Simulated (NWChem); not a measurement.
System: C2H6OSi; SMILES CC(=O)[SiH3]

All runs: NWChem. Medium grid unless said otherwise, to which SCAN and Minnesota functionals are sensitive. Geometry: optimised at PBE0/def2-SVP. Hybrids' shares of exact exchange are those that their runs print; pure functionals count as 0. The functionals differ in more than this share.

```
row               share of exact exchange  orbital gap (eV)
----------------  -----------------------  ----------------
PBE/def2-SVP                         0.00              3.18
N12/def2-SVP                         0.00              3.34
B3LYP/def2-SVP                       0.20              5.31
PBE0/def2-SVP                        0.25              5.78
r2SCAN0/def2-SVP                     0.25              6.07
PW6B95/def2-SVP                      0.28          withheld
```

Question: Fit a straight line of the last column on the one before it, predict the withheld value, and compare with the run.

Answer: 
1. Means of the 5 shown rows: x = 0.140, y = 4.736. Slope Σ(x − x̄)(y − ȳ)/Σ(x − x̄)² = 0.7093/0.06700 = 10.59; intercept 3.253.
2. The shown rows scatter about the line by 0.109 (root mean square); the largest residual is +0.17, at r2SCAN0/def2-SVP.
3. At x = 0.28 (PW6B95/def2-SVP; beyond the shown range) the line gives 6.22.
4. The run gives 6.00, -0.22 from the line, 2.0 times the scatter.
